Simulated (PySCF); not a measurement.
A run for PySCF: R-B3LYP/3-21G on PH3 (SMILES P).

```python
from pyscf import gto, scf, dft, mp
from pyscf.data.elements import chemcore

mol = gto.M(
    atom='''
    P     0.05438151    0.42994141    2.53200979
    H    -1.12564065    0.88774604    3.14510954
    H     0.44533567   -0.54726873    3.46481806
    H     0.93043269    1.46935376    2.89266546
    ''',
    basis='3-21g',
    charge=0, spin=0, verbose=3, max_memory=1800)
mf = dft.RKS(mol, xc='b3lyp')
mf.conv_tol = 1e-8
mf.max_cycle = 100
mf.kernel()
if not mf.converged:
    mf = mf.newton().run(mf.mo_coeff, mf.mo_occ)
```

Give the final energy of this run.

-341.3905 hartree.
